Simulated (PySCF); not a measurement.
Here is a job for PySCF.
```python
from pyscf import gto, scf

mol = gto.M(
    atom='''
C    -0.116706   -2.242787   -1.651739
O    -0.102681   -0.884679   -1.351158
Si    0.000960   -0.000444   -0.000586
O    -0.638942    1.452848   -0.306087
C    -1.695809    1.935980   -1.071502
O    -0.777748   -0.797089    1.171520
C    -0.745073   -0.806141    2.562597
O     1.529156    0.224391    0.479747
C     2.548875    1.116982    0.165966
H    -0.545754   -2.834316   -0.843363
H     0.902139   -2.585576   -1.868711
H    -0.700107   -2.371217   -2.570587
H    -1.452188    2.965517   -1.356640
H    -2.607337    1.977752   -0.463394
H    -1.867543    1.326179   -1.958175
H     0.248344   -0.576683    2.947317
H    -1.474361   -0.088411    2.956837
H    -1.062707   -1.801419    2.892949
H     3.180563    0.695770   -0.625347
H     2.160172    2.087032   -0.142859
H     3.179340    1.223627    1.056063
''',
    basis='pcseg-1',
    charge=1,
    spin=1,
    verbose=4,
)

mf = scf.UHF(mol)
mf = mf.density_fit(auxbasis='def2-universal-jkfit')
mf.kernel()
```

Task: What does this run give for the nuclear repulsion energy, total energy, <S^2>, Mulliken (on the basis functions themselves) charges in atom order, HOMO energy?

Result: 
The nuclear repulsion energy is 627.8300 Eh and the total energy comes out as -746.4774 Eh. The <S^2> is 0.811, the Mulliken (on the basis functions themselves) charges in atom order is C1 0.09, O2 -0.55, Si3 1.67, O4 -0.82, C5 0.13, O6 -0.82, C7 0.13, O8 -0.55, C9 0.09, H10 0.15, H11 0.16, H12 0.17, H13 0.13, H14 0.12, H15 0.09, H16 0.09, H17 0.12, H18 0.13, H19 0.16, H20 0.15, H21 0.17 and the HOMO energy is -15.32 eV.

These values belong to the state on which the SCF converged, which isn't shown to be the lowest.
